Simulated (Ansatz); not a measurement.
This geometry of C3H9NOSi (15 atoms, charge 0, multiplicity 1) is a first-order saddle point.

Level of theory: RKS PBE-D4/cc-pVDZ in Ansatz 0.2.0.

```xyz
15
Properties=species:S:1:pos:R:3
N 0.412 -2.380 -0.661
Si 1.226 -1.041 0.158
C 0.634 0.629 -0.546
C -0.830 0.892 -0.288
C -1.297 1.545 0.951
O -1.278 2.265 -0.299
H -0.013 -3.093 -0.061
H -0.265 -2.119 -1.385
H 0.957 -1.093 1.649
H 2.724 -1.121 -0.036
H 0.848 0.655 -1.637
H 1.245 1.435 -0.088
H -1.534 0.192 -0.781
H -2.300 1.314 1.355
H -0.549 1.869 1.698
```

Question: Which two structures does it join? (They come from a converged band through this point; their orientation in space is the band's.)

Answer: No bond is made or broken. The dihedral H8–N1–Si2–C3 goes from -71 to 61°.

First end point:

```xyz
15
Properties=species:S:1:pos:R:3
N 0.213 -2.247 -0.683
Si 1.201 -1.019 0.131
C 0.688 0.694 -0.524
C -0.791 0.955 -0.358
C -1.355 1.489 0.900
O -1.223 2.331 -0.262
H 0.567 -3.205 -0.565
H -0.774 -2.258 -0.395
H 1.099 -0.985 1.648
H 2.633 -1.322 -0.240
H 0.973 0.764 -1.595
H 1.262 1.469 0.026
H -1.454 0.328 -0.987
H -2.391 1.236 1.194
H -0.670 1.720 1.737
```

Last end point:

```xyz
15
Properties=species:S:1:pos:R:3
N 0.353 -2.467 -0.416
Si 1.225 -1.038 0.155
C 0.650 0.657 -0.525
C -0.821 0.903 -0.295
C -1.327 1.529 0.943
O -1.287 2.270 -0.291
H -0.630 -2.523 -0.122
H 0.386 -2.628 -1.430
H 1.066 -1.025 1.657
H 2.676 -1.227 -0.220
H 0.883 0.710 -1.611
H 1.246 1.455 -0.030
H -1.503 0.205 -0.821
H -2.336 1.278 1.321
H -0.602 1.849 1.715
```

Question: How far does it lie above each of them?

Answer: 6.4 kJ/mol above the first and 5.2 kJ/mol above the second. This is the barrier of this one path; another mechanism may lie lower.

Run time: 3 min on 2 threads of Arm Neoverse V1, with other jobs on the host, peak memory 0.19 GiB.
